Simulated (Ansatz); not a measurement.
Gas-phase electronic energies from Ansatz, PBE0-D4/def2-TZVP geometries. CCSD(T)/CBS adds triple-zeta CCSD(T) − MP2 to the extrapolated MP2 energy (def2 sets, frozen cores). Functionals use def2-TZVPP. B3LYP here is the variant with VWN-RPA as its local correlation; programs differ in this. For Ge outer-core shells are correlated without core-valence functions, which leaves a few kJ/mol of doubt a bond. Scalar relativity is left out up to krypton. Each species was taken in one conformer, which may not be the lowest.

Reaction (formal exchange of groups at a Ge–N bond): `C[N]([GeH3])[SiH2]O` + `[CH3][AlH][CH3]` → `[CH3][AlH][CH2][GeH3]` + `CN[SiH2]O`

`C[N]([GeH3])[SiH2]O`:

Z-matrix (Å, degrees):
```
C
N 1 1.455
H 1 1.096 2 111.3
H 1 1.094 2 110.4 3 -118.7
H 1 1.098 2 112.8 3 120.9
Ge 2 1.845 1 115.3 3 -53.4
Si 2 1.711 1 121.1 3 136.8
H 6 1.533 2 107.9 1 179.0
H 6 1.541 2 107.9 1 58.3
H 6 1.542 2 109.9 1 -60.0
O 7 1.650 2 116.7 1 88.3
H 7 1.479 2 108.5 1 -155.5
H 7 1.490 2 106.0 1 -33.2
H 11 0.958 7 118.0 2 -71.7
```

`[CH3][AlH][CH3]`:

```xyz
10

C    -0.378   -0.623    1.566
Al    0.415   -0.554   -0.219
C     0.119    0.973   -1.401
H    -0.118    0.269    2.147
H    -0.076   -1.500    2.142
H    -1.472   -0.631    1.498
H     1.312   -1.764   -0.746
H    -0.461    1.775   -0.939
H     1.071    1.397   -1.740
H    -0.410    0.659   -2.308
```

`[CH3][AlH][CH2][GeH3]`:

```xyz
13

C    -1.691    0.858   -1.350
Al    0.229    0.734   -1.022
C     0.994   -0.813   -0.116
Ge    0.792   -0.722    1.829
H    -1.902    1.088   -2.400
H    -2.232   -0.054   -1.087
H    -2.124    1.679   -0.766
H     1.190    1.930   -1.447
H     2.063   -0.911   -0.324
H     0.498   -1.737   -0.432
H    -0.703   -0.703    2.206
H     1.455   -1.922    2.532
H     1.432    0.571    2.377
```

`CN[SiH2]O`:

Cartesian coordinates in Å:
```
C 1.475 -0.489 0.248
N 0.104 -0.403 0.701
Si -1.231 0.044 -0.261
O -1.523 1.654 -0.480
H 2.066 0.407 0.476
H 1.490 -0.625 -0.837
H 1.987 -1.351 0.687
H 0.011 -0.359 1.703
H -2.454 -0.438 0.417
H -0.985 -0.579 -1.591
H -0.940 2.139 -1.064
```

```json
{"level": "PBE0-D4", "ΔE (eV)": "0.07"}
{"level": "B3LYP-D4", "ΔE (eV)": "0.13"}
```

Problem. What does CCSD(T)/CBS give? (An estimate is asked.)

Solution. The calculation gave: +0.10 eV. The listed levels differ from it by -0.03, 0.03 eV.

Largest T1 diagnostic among the species: 0.012.

The D4 term adds +0.05 eV with B3LYP and +0.03 eV with PBE0; it sums over pairs of atoms, weighted by their polarisabilities, and B3LYP, whose exchange is more repulsive, gets the larger term.
